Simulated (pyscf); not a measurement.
H₅FO₃Si₃ (SMILES F[SiH]1O[SiH2]O[SiH2]O1), singlet

Gas-phase minimum from PySCF at ωB97X-D3(BJ)/def2-SVP, one conformer. 

```xyz
12

F     -2.6286     0.8304     1.8824
Si    -1.4401    -0.2602     1.9696
O     -0.0016     0.5195     1.7850
Si     1.0386     0.6340     0.4855
O      0.5089    -0.4502    -0.6573
Si    -0.7882    -1.4874    -0.7179
O     -1.6127    -1.3225     0.7234
H     -1.5290    -0.9329     3.2717
H      0.9913     2.0068    -0.0708
H      2.4033     0.2681     0.9309
H     -0.3084    -2.8841    -0.8387
H     -1.6749    -1.1116    -1.8441
```
Charge 0, spin multiplicity 1.

Bond lengths (Å): F1–Si2 1.615, Si2–O3 1.647, Si2–O7 1.647, Si2–H8 1.468, O3–Si4 1.669, Si4–O5 1.662, Si4–H9 1.482, Si4–H10 1.482, O5–Si6 1.662, Si6–O7 1.669, Si6–H11 1.482, Si6–H12 1.482. Bond angles (°): F1–Si2–O3 108.5, F1–Si2–O7 108.5, F1–Si2–H8 108.2, O3–Si2–O7 108.2, O3–Si2–H8 111.7, O7–Si2–H8 111.7, Si2–O3–Si4 131.6, O3–Si4–O5 107.0, O3–Si4–H9 109.6, O3–Si4–H10 108.9, O5–Si4–H9 109.6, O5–Si4–H10 109.8, H9–Si4–H10 111.8, Si4–O5–Si6 132.9 (the first ones only).

Properties at ωB97X-D3(BJ)/def2-SVP:

| Item | Result |
|---|---|
| Harmonic wavenumbers, unscaled | 49, 63, 78, 279, 279, 292, 390, 525, 637, 664, 676, 701, 727, 728, 736, 811, 865, 933, 942, 998, 1001, 1020, 1051, 1090, 1092, 2306, 2309, 2309, 2316, 2386 cm⁻¹ |
| Zero-point energy | 40.4 kcal/mol |
| Rotational symmetry number | 1 |
| Entropy of this conformer at 298 K and 1 atm, rigid rotor and harmonic oscillator, modes under 100 cm⁻¹ raised to 100 | 376.1 J/(mol K) |
| Dipole moment | 1.42 D |

Single-point totals, which compare only within one level:

| level | total energy (hartree) |
|---|---|
| ωB97X-D3(BJ)/def2-TZVP | -1197.66307 |
| PBE/def2-TZVP | -1196.74824 |
| r²SCAN/def2-TZVP | -1197.32599 |
| B3LYP-D3(BJ)/def2-TZVP | -1197.63365 |
| PBE0-D3(BJ)/def2-TZVP | -1196.85026 |
| M06-2X/def2-TZVP | -1197.38812 |
| ωB97M-D3(BJ)/def2-TZVP | -1197.74867 |

The lowest mode is so soft that the shape along it may change with the basis.
